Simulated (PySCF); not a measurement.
A structure optimised at PBE0-D3(BJ)/def2-SVP, used in a PySCF frequency run:

```
C
Cl 1 1.7120
Cl 1 1.7120 2 117.06
Cl 1 1.7120 2 117.06 3 146.56
```
Charge 0, spin multiplicity 2.

Write its SMILES, formula and point group.

Cl[C](Cl)Cl, CCl3, C3v

What are its rotational constants (standard atomic weights)?

3.3224, 3.3224, 1.6716 GHz
